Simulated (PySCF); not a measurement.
Molecule: [AlCl3(PMe3)] (C[P+](C)(C)[Al-]([Cl])([Cl])[Cl], C$_{3}$H$_{9}$AlCl$_{3}$P).

Geometry (Å), atoms numbered from 1 in this order:
```xyz
17

C    -1.1712    1.3313    0.4674
P    -0.0688   -0.0519    0.0504
C    -1.0250   -1.1957   -0.9885
C     0.2979   -0.9225    1.6028
Al    1.8857    0.7655   -1.0596
Cl    0.9913    1.6536   -2.7759
Cl    2.6231    2.1273    0.4004
Cl    3.0050   -1.0112   -1.3786
H    -0.6168    2.0287    1.1123
H    -1.4245    1.8582   -0.4642
H    -2.0880    0.9944    0.9727
H    -1.9418   -1.5401   -0.4882
H    -0.3870   -2.0568   -1.2360
H    -1.2779   -0.6782   -1.9253
H     0.8479   -0.2357    2.2625
H    -0.6165   -1.2719    2.1041
H     0.9521   -1.7775    1.3776
```

Geometry PBE0-D3(BJ)/def2-SVP throughout; GIAO in PySCF 2.14.0 with density-fitted response routines, gas phase, one conformer, non-relativistic; equivalent atoms averaged; basis pcSseg-1.

For orientation, PBE gives these absolute shieldings σ: C1/C3/C4 170.9, P2 362.4, Al5 437.7, Cl6/Cl7/Cl8 913.8, H9/H10/H11/H12/H13/H14/H15/H16/H17 29.94 ppm.

A run gave: C1/C3/C4 175.4, P2 379.8, Al5 451.9, Cl6/Cl7/Cl8 944.6, H9/H10/H11/H12/H13/H14/H15/H16/H17 30.05 ppm (absolute shieldings σ).

Task: Which functional was used in that run?
A. B97-D
B. BHandHLYP
C. mPW1PW91
D. BLYP
E. B3LYP

Result: C. Cl6/Cl7/Cl8 tells them apart best: mPW1PW91 gives 944.6, BLYP gives 910.7, B97-D gives 931.9, BHandHLYP gives 963.1, B3LYP gives 934.5 ppm.
